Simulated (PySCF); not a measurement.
AsF3, SMILES F[As](F)F.

Coordinates come from a PBE-D3(BJ)/def2-SVP optimisation.

Computed with PBE-D3(BJ)/def2-SVP (PySCF).

Frequencies are harmonic and unscaled.

Modes within 1.5 cm⁻¹ of each other (mostly degenerate sets) share a row, with their intensities summed.

Computed normal modes with their intensities:
| mode | ν (cm⁻¹) | IR (km/mol) | moving atoms (share of kinetic energy) |
|---|---|---|---|
| 1–2 | 236 | 8.5 | F 92 %, As 8 % |
| 3 | 305 | 19.7 | F 76 %, As 24 % |
| 4–5 | 681 | 184.9 | F 77 %, As 23 % |
| 6 | 700 | 55.2 | F 81 %, As 19 % |
